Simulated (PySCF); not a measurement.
## Correlation energy of Ta (tantalum, neutral)

[Xe] 4f14 5d3 6s2, high-spin 4F determinant. Computed with PySCF 2.14 in aug-cc-pVDZ-PP with ECP60MDF (5s5p4d2f, 54 functions), with a scalar-relativistic core potential. Frozen: 5s2 5p6; 5 electrons correlated.

MP2 pair energies summed by pair of shells (mhartree):

```
 pair  energy  share (%)
5d-6s  -32.61       52.7
6s-6s  -18.31       29.6
5d-5d  -11.02       17.8
```

Total MP2 correlation energy: -61.94 mhartree.

Same-spin part -21.67 and opposite-spin part -40.27 mhartree; SCS-MP2 scales them by 1/3 and 6/5 to -55.55 mhartree.
